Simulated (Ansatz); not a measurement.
**C3H9FSn: structure from calculated spectroscopic constants**

These gas-phase data were calculated for one isomer of C3H9FSn at PBE0-D3(BJ)/def2-SVP (harmonic, unscaled wavenumbers; equilibrium rotational constants with average atomic masses):

```
rotational constants            : 4.314, 1.694, 1.304 GHz
all wavenumbers above 1500 cm⁻¹ : 3160, 3144, 3132, 3085, 3068, 3053, 3041, 1940, 1930
```

Candidates:

(1) `CC[CH2][SnH2][F]`, a singlet
(2) `C[CH2][Sn@H]([CH3])[F]`, a singlet
(3) `[CH3][Sn]([CH3])([CH3])[F]`, a singlet

**Question.** Which candidate do the data belong to?

**Answer.** Candidate (1). The band at 1940 cm⁻¹ lies where the Sn–H stretch is expected; (3) has no mode between 1650 and 2000 cm⁻¹. 2 modes lie between 1650 and 2000 cm⁻¹, one for each Sn–H bond, while (2) has 1.

The same quantities for all candidates:

```
     rotational constants (GHz)                           wavenumbers above 1500 cm⁻¹  E above the lowest, PBE0-D3(BJ)/def2-SVP (kcal/mol)
(1)         4.314, 1.694, 1.304  3160, 3144, 3132, 3085, 3068, 3053, 3041, 1940, 1930                                                 12.3
(2)         3.367, 2.026, 1.774  3197, 3189, 3155, 3139, 3129, 3077, 3073, 3048, 1919                                                  7.8
(3)         2.558, 2.558, 2.366  3196, 3196, 3196, 3187, 3186, 3186, 3073, 3072, 3072                                                  0.0
```

Each candidate is one conformer. Atoms past krypton carry core potentials. Programs: Ansatz 0.2.0.
